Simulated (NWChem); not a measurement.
System meant: C$_{2}$H$_{6}$N, doublet; SMILES CC[NH]

Here is an NWChem input.

```
start job
memory heap 200 mb stack 900 mb global 1100 mb
geometry units angstroms noautoz
  C      0.244085    -1.198967     0.000000
  C     -0.486001     0.130558     0.000000
  N      0.407276     1.245931     0.000000
  H     -0.460419    -2.044306     0.000000
  H      0.888548    -1.284592     0.887628
  H      0.888548    -1.284592    -0.887628
  H     -1.172323     0.192910    -0.874011
  H     -1.172323     0.192910     0.874011
  H     -0.178965     2.092785     0.000000
end
basis spherical
  * library def2-svp
end
dft
  odft
  mult 3
  xc xpbe96 cpbe96
  iterations 150
  mulliken
end
task dft energy
```

End of the output:

```
 Summary of "ao basis" -> "" (spherical)
 ------------------------------------------------------------------------------
       Tag                 Description            Shells   Functions and Types
 ---------------- ------------------------------  ------  ---------------------
 *                          def2-svp                  on all atoms

  pbe96 is a nonlocal functional; adding pw91lda local functional.

                                 NWChem DFT Module
                                 -----------------

 Summary of "ao basis" -> "ao basis" (spherical)
 ------------------------------------------------------------------------------
       Tag                 Description            Shells   Functions and Types
 ---------------- ------------------------------  ------  ---------------------
 C                          def2-svp                 6       14   3s2p1d
 N                          def2-svp                 6       14   3s2p1d
 H                          def2-svp                 3        5   2s1p

 Summary of "ao basis" -> "ao basis" (spherical)
 ------------------------------------------------------------------------------
       Tag                 Description            Shells   Functions and Types
 ---------------- ------------------------------  ------  ---------------------
 C                          def2-svp                 6       14   3s2p1d
 N                          def2-svp                 6       14   3s2p1d
 H                          def2-svp                 3        5   2s1p

      Symmetry analysis of basis
      --------------------------

        a'         48
        a"         24

  number of electrons :                   25
  multiplicity        :                    3
 ------------------------------------------------------------------------
  no. of electrons and multiplicity not compatible                  25
 ------------------------------------------------------------------------
 ------------------------------------------------------------------------
  current input line :
    24: task dft energy
 ------------------------------------------------------------------------
 ------------------------------------------------------------------------
 There is an error in the input file
 ------------------------------------------------------------------------
 For more information see the NWChem manual at https://nwchemgit.github.io

0: no. of electrons and multiplicity not compatible:Received an Error in Communication
```

### Question
Can this run be used? If not, why, and what is the fix?

### Answer
The program refused the input. Cause: the multiplicity doesn't fit the number of electrons (an even count wants an odd multiplicity, and the reverse). This input runs:
```
start job
memory heap 200 mb stack 900 mb global 1100 mb
geometry units angstroms noautoz
  C      0.244085    -1.198967     0.000000
  C     -0.486001     0.130558     0.000000
  N      0.407276     1.245931     0.000000
  H     -0.460419    -2.044306     0.000000
  H      0.888548    -1.284592     0.887628
  H      0.888548    -1.284592    -0.887628
  H     -1.172323     0.192910    -0.874011
  H     -1.172323     0.192910     0.874011
  H     -0.178965     2.092785     0.000000
end
basis spherical
  C library def2-svp
  N library def2-svp
  H library def2-svp
end
dft
  odft
  mult 2
  xc xpbe96 cpbe96
  iterations 150
  mulliken
end
task dft energy
```
It converges to -134.22055 Ha (PBE/def2-SVP, spin-unrestricted).
